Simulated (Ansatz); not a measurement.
Basis-set extrapolation for H8N2OSi2 (`N[SiH2]O[SiH2]N`) (PBE0-D4/def2-TZVP geometry, frozen core, Ansatz). Multiplicity 1, RHF reference.

```json
{"": "HF", "def2-TZVPP": "-766.567885", "def2-QZVPP": "-766.596924"}
{"": "MP2 correlation", "def2-TZVPP": "-0.911179", "def2-QZVPP": "-0.980923"}
{"": "CCSD(T) correlation", "def2-TZVPP": "-0.990718", "def2-QZVPP": "not run"}
```

Energies in hartree. Use E(X) = E(∞) + A·exp(−7.88·√X) for Hartree–Fock and E(X) = E(∞) + B·X^(−2.97) for correlation, with X = 3 and 4, and add CCSD(T) minus MP2 of the smaller set to the MP2 limit.

Problem. What is the CCSD(T) energy at the basis-set limit?

Solution. HF limit: -766.596924 + (-0.029039) × 0.13774 = -766.60092. MP2 limit: -0.980923 + (-0.069744) × 0.74074 = -1.03259. Higher-order term: -0.990718 − (-0.911179) = -0.07954. Total: -767.71305 hartree, 405.5 kJ/mol below CCSD(T)/def2-TZVPP.
